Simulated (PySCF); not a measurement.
## Ruthenium: a sound run and one with changed settings

Sound run: Ru²⁺ [Kr] 4d6, Ru³⁺ [Kr] 4d5. Calculation: PySCF 2.14, in aug-cc-pVDZ-PP with ECP28MDF (5s5p4d2f, 54 functions); scalar relativity through the core potential. The sound run starts from symmetry-adapted Hartree-Fock orbitals and uses a fine grid where one is needed.

A second run was set up differently.

```json
{"species": "Ru²⁺", "method": "UHF", "sound run (hartree)": "-93.03311", "changed run (hartree)": "-93.03311", "converged": "yes"}
{"species": "Ru²⁺", "method": "M06-L", "sound run (hartree)": "-93.65906", "changed run (hartree)": "-94.84856", "converged": "yes"}
{"species": "Ru²⁺", "method": "M06-2X", "sound run (hartree)": "-93.49931", "changed run (hartree)": "-93.69068", "converged": "yes"}
{"species": "Ru³⁺", "method": "UHF", "sound run (hartree)": "-92.06166", "changed run (hartree)": "-92.06166", "converged": "yes"}
{"species": "Ru³⁺", "method": "M06-L", "sound run (hartree)": "-92.61571", "changed run (hartree)": "-93.83619", "converged": "yes"}
{"species": "Ru³⁺", "method": "M06-2X", "sound run (hartree)": "-92.44062", "changed run (hartree)": "-92.64198", "converged": "yes"}
```

Ionisation energy of Ru²⁺:

```tsv
method	sound run (eV)	changed run (eV)
UHF	26.435	26.435
M06-L	28.391	27.548
M06-2X	28.809	28.537
```

(1) What was changed?
A. minimal basis
B. all electrons correlated in a valence basis
C. level shift left on
D. radial grid too coarse

Results:

(1) D. It used radial step 0.8 in ln r (0.13 in the sound run). A coarse radial grid mis-integrates the density and the exchange-correlation energy, with errors of either sign; Hartree-Fock needs no grid.
